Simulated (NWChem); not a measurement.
MgSiH3Br; SMILES [Mg]([Br])[SiH3]

Results from NWChem. This build's default masses of Se (78.918 u) and Br (79.917 u) are each other's, which moves their modes by up to 0.6 %. Each level has its own optimisation; frequencies are unscaled.

```json
[
 {"level": "B3LYP/3-21G", "r Br–Mg (Å)": "2.393", "r Mg–Si (Å)": "2.544", "r H–Si (Å)": "1.504", "highest harmonic frequency (cm⁻¹)": "2161", "lowest (cm⁻¹)": "76", "zero-point energy (kcal/mol)": "15.5", "dipole (D)": "1.44"},
 {"level": "Hartree-Fock/3-21G", "r Br–Mg (Å)": "2.401", "r Mg–Si (Å)": "2.575", "r H–Si (Å)": "1.496", "highest harmonic frequency (cm⁻¹)": "(withheld)", "lowest (cm⁻¹)": "80", "zero-point energy (kcal/mol)": "(withheld)", "dipole (D)": "(withheld)"},
 {"level": "PBE-D3(BJ)/def2-SVP", "r Br–Mg (Å)": "2.372", "r Mg–Si (Å)": "2.568", "r H–Si (Å)": "1.510", "highest harmonic frequency (cm⁻¹)": "2140", "lowest (cm⁻¹)": "92", "zero-point energy (kcal/mol)": "15.2", "dipole (D)": "1.29"}
]
```

Q: What belongs in the gaps?

A: 
- Hartree-Fock/3-21G, highest harmonic frequency (cm⁻¹): 2233
- Hartree-Fock/3-21G, zero-point energy (kcal/mol): 16.3
- Hartree-Fock/3-21G, dipole (D): 1.79
